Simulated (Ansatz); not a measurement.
Species: C2H8GeN, charge 0, multiplicity 2. It need not be the lowest isomer of its formula. 
Coordinates optimised at B3LYP-D3(BJ)/def2-TZVP (Ansatz, a program for electronic structure):
```xyz
12

C     -1.8423    -0.4545     0.6324
N     -0.5808     0.2509     0.5542
C     -0.6784     1.6537     0.8976
Ge     0.7803    -0.3607    -0.5578
H     -2.6035    -0.0270    -0.0346
H     -2.2358    -0.4044     1.6545
H     -1.7085    -1.5044     0.3734
H     -1.0396     1.7624     1.9270
H     -1.3756     2.1973     0.2451
H      0.2987     2.1313     0.8306
H      0.8314    -1.8887    -0.2418
H      2.0522     0.3226     0.0363
```
Charge 0, spin multiplicity 2.

Basis-set convergence of Hartree-Fock and CCSD correlation energies (hartree) with Ansatz. Valence correlation only, unless marked. Open shells are spin-unrestricted. Spin-orbit coupling is left out. Frozen are the shells of the preceding noble gas and the d and f shells that filled before the atom's block. No relativistic terms.

```tsv
basis	functions	E(HF)	E(corr, CCSD)
cc-pVDZ	109	-2210.13559	-0.60525
cc-pVTZ	245	-2210.25067	-0.72150
cc-pVQZ	473	-2210.26384	-0.75677
```

Extrapolating the two largest sets (X = 3 and 4) as X^-3: E(corr) = (64·(-0.75677) - 27·(-0.72150))/37 = -0.7825 Eh, an estimate of the basis-set limit. The largest set recovers 96.7 % of it, the smallest 77.3 %.
